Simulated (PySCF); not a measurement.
C$_{6}$H$_{12}$O (SMILES CC(=O)CC(C)C), singlet, at a GFN2-xTB geometry; R2SCAN/3-21G (PySCF).

The PySCF input:
```python
from pyscf import gto, scf, dft

mol = gto.Mole()
mol.atom = '''
    C    -2.113925   -1.456669    0.269347
    C    -1.125030   -0.300832    0.390015
    C    -1.705211    0.969445   -0.226354
    C     0.201297   -0.658378   -0.287527
    C     1.322639    0.299411    0.056256
    C     2.450170    0.314380   -0.947842
    O     1.328456    0.982740    1.047690
    H    -1.722123   -2.354277    0.743026
    H    -3.055297   -1.201083    0.749617
    H    -2.313941   -1.678770   -0.777421
    H    -0.921202   -0.111472    1.448519
    H    -1.911510    0.821399   -1.285317
    H    -2.634170    1.241470    0.268818
    H    -1.006954    1.795644   -0.118525
    H     0.077780   -0.707540   -1.371116
    H     0.528940   -1.646690    0.050451
    H     3.314985    0.828619   -0.537256
    H     2.116685    0.844812   -1.838424
    H     2.719522   -0.698173   -1.237268
'''
mol.basis = '3-21g'
mol.charge = 0
mol.spin = 0
mol.verbose = 4
mol.build()

mf = dft.RKS(mol)
mf.xc = 'r2scan'
mf.kernel()
```

It wrote (shortened):

```
PySCF version 2.14.0

[INPUT] verbose = 4
[INPUT] num. atoms = 19
[INPUT] num. electrons = 56
[INPUT] charge = 0
[INPUT] spin (= nelec alpha-beta = 2S) = 0
[INPUT] symmetry False subgroup None
[INPUT] Mole.unit = angstrom
[INPUT] Symbol           X                Y                Z      unit          X                Y                Z       unit  Magmom
[INPUT]  1 C     -2.113925000000  -1.456669000000   0.269347000000 AA   -3.994739297871  -2.752705464144   0.508992062473 Bohr   0.0
[INPUT]  2 C     -1.125030000000  -0.300832000000   0.390015000000 AA   -2.125998581919  -0.568490089505   0.737021534472 Bohr   0.0
[INPUT]  3 C     -1.705211000000   0.969445000000  -0.226354000000 AA   -3.222381774596   1.831985542829  -0.427747067200 Bohr   0.0
[INPUT]  4 C      0.201297000000  -0.658378000000  -0.287527000000 AA    0.380396199697  -1.244154106439  -0.543347283418 Bohr   0.0
[INPUT]  5 C      1.322639000000   0.299411000000   0.056256000000 AA    2.499425471669   0.565804788682   0.106308432864 Bohr   0.0
[INPUT]  6 C      2.450170000000   0.314380000000  -0.947842000000 AA    4.630150258626   0.594092099041  -1.791161789360 Bohr   0.0
[INPUT]  7 O      1.328456000000   0.982740000000   1.047690000000 AA    2.510418008535   1.857109451655   1.979847163446 Bohr   0.0
[INPUT]  8 H     -1.722123000000  -2.354277000000   0.743026000000 AA   -3.254340822814  -4.448938751363   1.404115643431 Bohr   0.0
[INPUT]  9 H     -3.055297000000  -1.201083000000   0.749617000000 AA   -5.773674559205  -2.269717922871   1.416570828318 Bohr   0.0
[INPUT] 10 H     -2.313941000000  -1.678770000000  -0.777421000000 AA   -4.372714758402  -3.172415526136  -1.469112773485 Bohr   0.0
[INPUT] 11 H     -0.921202000000  -0.111472000000   1.448519000000 AA   -1.740819485402  -0.210651550558   2.737304196229 Bohr   0.0
[INPUT] 12 H     -1.911510000000   0.821399000000  -1.285317000000 AA   -3.612230384367   1.552219148992  -2.428897113248 Bohr   0.0
[INPUT] 13 H     -2.634170000000   1.241470000000   0.268818000000 AA   -4.977859865546   2.346038291864   0.507992397353 Bohr   0.0
[INPUT] 14 H     -1.006954000000   1.795644000000  -0.118525000000 AA   -1.902867280035   3.393275377219  -0.223979788914 Bohr   0.0
[INPUT] 15 H      0.077780000000  -0.707540000000  -1.371116000000 AA    0.146982897969  -1.337056822175  -2.591033725009 Bohr   0.0
[INPUT] 16 H      0.528940000000  -1.646690000000   0.050451000000 AA    0.999551736327  -3.111793112060   0.095338572710 Bohr   0.0
[INPUT] 17 H      3.314985000000   0.828619000000  -0.537256000000 AA    6.264413757041   1.565862971611  -1.015266698779 Bohr   0.0
[INPUT] 18 H      2.116685000000   0.844812000000  -1.838424000000 AA    3.999954941975   1.596463306746  -3.474117860827 Bohr   0.0
[INPUT] 19 H      2.719522000000  -0.698173000000  -1.237268000000 AA    5.139151769729  -1.319355757566  -2.338097662688 Bohr   0.0

nuclear repulsion = 314.157929612197
number of shells = 59
number of NR pGTOs = 141
number of NR cGTOs = 87
basis = 3-21g
ecp = {}

******** <class 'pyscf.dft.rks.RKS'> ********
method = RKS
initial guess = minao
damping factor = 0
level_shift factor = 0
DIIS = <class 'pyscf.scf.diis.CDIIS'>
diis_start_cycle = 1
diis_space = 8
diis_damp = 0
SCF conv_tol = 1e-09
SCF conv_tol_grad = None
SCF max_cycles = 50
direct_scf = True
direct_scf_tol = 1e-13
XC library pyscf.dft.libxc version 7.1.2
    S. Lehtola, C. Steigemann, M. J. T. Oliveira, and M. A. L. Marques,  SoftwareX 7, 1–5 (2018)
XC functionals = r2scan
    J. W. Furness, A. D. Kaplan, J. Ning, J. P. Perdew, and J. Sun,  J. Phys. Chem. Lett. 11, 8208–8215 (2020)
    J. W. Furness, A. D. Kaplan, J. Ning, J. P. Perdew, and J. Sun,  J. Phys. Chem. Lett. 11, 9248–9248 (2020)
    J. W. Furness, A. D. Kaplan, J. Ning, J. P. Perdew, and J. Sun,  J. Phys. Chem. Lett. 11, 8208–8215 (2020)
    J. W. Furness, A. D. Kaplan, J. Ning, J. P. Perdew, and J. Sun,  J. Phys. Chem. Lett. 11, 9248–9248 (2020)
radial grids:
    Treutler-Ahlrichs [JCP 102, 346 (1995); DOI:10.1063/1.469408] (M4) radial grids

becke partition: Becke, JCP 88, 2547 (1988); DOI:10.1063/1.454033
pruning grids: <function nwchem_prune>
grids dens level: 3
symmetrized grids: False
atomic radii adjust function: <function treutler_atomic_radii_adjust>
small_rho_cutoff = 0
Set gradient conv threshold to 3.16228e-05
Initial guess from minao.
tot grids = 216488
init E= -309.449183305276
  HOMO = -0.32945549307833  LUMO = -0.101284407014628  gap/eV = 6.20885
cycle= 1 E= -309.056153791937  delta_E= 0.393  |g|= 0.837  |ddm|= 4.01
  HOMO = -0.0395730202051863  LUMO = 0.0694530456868048  gap/eV = 2.96675
cycle= 2 E= -308.448057063514  delta_E= 0.608  |g|= 1.87  |ddm|=  3.6
  HOMO = -0.197611233058952  LUMO = -0.0189577327451946  gap/eV = 4.86141
cycle= 3 E= -309.188294541965  delta_E= -0.74  |g|= 0.295  |ddm|= 2.99
  HOMO = -0.201022611352578  LUMO = -0.0281471949108547  gap/eV = 4.70418
cycle= 4 E= -309.209078602274  delta_E= -0.0208  |g|= 0.0543  |ddm|= 0.404
  HOMO = -0.201533262187469  LUMO = -0.0314188854338746  gap/eV = 4.62905
cycle= 5 E= -309.209706116533  delta_E= -0.000628  |g|= 0.0151  |ddm|= 0.0708
  HOMO = -0.199833892493927  LUMO = -0.0293498123119407  gap/eV = 4.63911
cycle= 6 E= -309.209760224333  delta_E= -5.41e-05  |g|= 0.00438  |ddm|= 0.022
  HOMO = -0.200362842925741  LUMO = -0.0297290255382388  gap/eV = 4.64318
cycle= 7 E= -309.209764989212  delta_E= -4.76e-06  |g|= 0.000738  |ddm|= 0.00649
  HOMO = -0.200492050911769  LUMO = -0.0298496973993854  gap/eV = 4.64341
cycle= 8 E= -309.209765107391  delta_E= -1.18e-07  |g|= 0.000185  |ddm|= 0.00131
  HOMO = -0.200478278426987  LUMO = -0.0298319088140477  gap/eV = 4.64352
cycle= 9 E= -309.209765116578  delta_E= -9.19e-09  |g|= 3.26e-05  |ddm|= 0.000329
  HOMO = -0.200482082066294  LUMO = -0.0298339509857461  gap/eV = 4.64357
cycle= 10 E= -309.209765116891  delta_E= -3.13e-10  |g|= 9.18e-06  |ddm|= 5.88e-05
  HOMO = -0.200482134956742  LUMO = -0.0298344229812457  gap/eV = 4.64356
Extra cycle  E= -309.209765116881  delta_E= 9.44e-12  |g|= 1.13e-05  |ddm|= 2.44e-05
converged SCF energy = -309.209765116881
```
